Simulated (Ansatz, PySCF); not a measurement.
Gas-phase reaction (SMILES): [NH2][Al]([Br])[Br] + [H][H] (H2) → [Br][AlH][Br] + N (NH3); hydrogen cleaves one Al-N bond, a model of a ligand-exchange step.

Structures are relaxed separately at B3LYP-D3(BJ)/def2-TZVP in Ansatz (a first-principles code), one conformer each, not searched for the lowest. Correlated levels leave the core frozen unless marked. Spin-orbit coupling is left out. Frozen are the shells of the preceding noble gas and the d and f shells that filled before the atom's block. Non-relativistic. Basis-set limits of correlation are two-point, X^-3; Hartree-Fock from the larger set. Thermal terms are rigid-rotor harmonic-oscillator values from B3LYP-D3(BJ) frequencies (Ansatz or PySCF) at 298.15 K and 1 atm. 1 Eh = 627.5095 kcal/mol.

```csv
species,"E, CCSD(T)/CBS(def2-TZVPPD,def2-QZVPPD) (Ansatz) (Eh)","E, PBE-D3(BJ)/def2-TZVPD (Ansatz + dftd3) (Eh)",H - E (Eh)
[NH2][Al]([Br])[Br],-5443.46782,-5445.94002,0.03536
[H][H] (H2),-1.17452,-1.16598,0.01336
[Br][AlH][Br],-5388.10871,-5390.56870,0.01468
N (NH3),-56.50452,-56.51114,0.03799
```

Work out ΔE and ΔH at 298.15 K at the first level, then ΔH at the second.


1. ΔE = [(-5388.10871) + (-56.50452)] - [(-5443.46782) + (-1.17452)] = 0.02911 Eh = 18.3 kcal/mol at CCSD(T)/CBS(def2-TZVPPD,def2-QZVPPD).
2. The terms H - E add up to 0.00395 Eh, so ΔH = (0.02911 + (0.00395))×627.5095 = 20.7 kcal/mol.
3. At PBE-D3(BJ)/def2-TZVPD the same steps give ΔE = 16.4 and ΔH = 18.9 kcal/mol, a shift of -1.8 from the first level.
4. These values are not checked against measurement here, since the tables used lack a sound gas-phase enthalpy of formation for at least one species.
